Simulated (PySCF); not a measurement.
Computed shifts of a molecule CH2ClFO2Si, PBE/pcSseg-1 run with PySCF, GIAO, gas phase, atoms alike by connectivity averaged where their shifts nearly agree, in ppm (number of nuclei): ¹³C: 160.4 (1). ²⁹Si: -28.2 (1). ¹⁹F: -147.6 (1). ¹H: 8.12 (1), 5.57 (1). References: ¹⁷O against H2O (σ = 334.3 ppm); ¹³C against TMS (σ = 182.0 ppm); ²⁹Si against TMS (σ = 335.4 ppm); ¹⁹F against CFCl3 (σ = 133.6 ppm); ³⁵Cl against HCl (σ = 936.5 ppm); ¹H against TMS (σ = 31.49 ppm), references at their B3LYP-D3(BJ)/def2-TZVP geometries, non-relativistic (without spin–orbit terms, shifts of atoms bonded to Cl or Br come out too high). Geometry optimised at B3LYP-D3(BJ)/def2-SVP. Other conformers were not sampled.

Q: Identify the compound among the candidates.
A) O=CO[Si@@H](F)Cl
B) F[Si]1(Cl)OCO1
C) O=C(O)[Si@H](F)Cl
D) O=C[Si@](O)(F)Cl

A: A, O=CO[Si@@H](F)Cl
